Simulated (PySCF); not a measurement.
Ligands exchanged one at a time, Sn F-H. All species are isolated molecules in the gas phase. Strings in code marks are SMILES.

Calculation: M06-2X/def2-TZVP // PBE0-D3(BJ)/def2-TZVP (PySCF 2.14.0). Excitations are Tamm–Dancoff values on a coarser integration grid. The basis has no diffuse functions, so Rydberg states are missing or too high.

```
species                                          S1 oscillator strength  S1 excitation (TDA) (eV)  HOMO (eV)  LUMO (eV)
-----------------------------------------------  ----------------------  ------------------------  ---------  ---------
0 of 4 F replaced by H (`[F][Sn]([F])([F])[F]`)                   0.000                      7.86     -14.61      -2.55
1 of 4 F replaced by H (`[F][SnH]([F])[F]`)                           ?                      8.59     -12.66          ?
3 of 4 F replaced by H (`[F][SnH3]`)                              0.000                      7.28          ?      -0.20
4 of 4 F replaced by H (`[SnH4]`)                                     –                         –     -10.24          –
```

**Question.** Fill in the missing entries.

**Answer.** 
- 1 of 4 F replaced by H (`[F][SnH]([F])[F]`), S1 oscillator strength: 0.000
- 1 of 4 F replaced by H (`[F][SnH]([F])[F]`), LUMO (eV): -1.06
- 3 of 4 F replaced by H (`[F][SnH3]`), HOMO (eV): -10.64
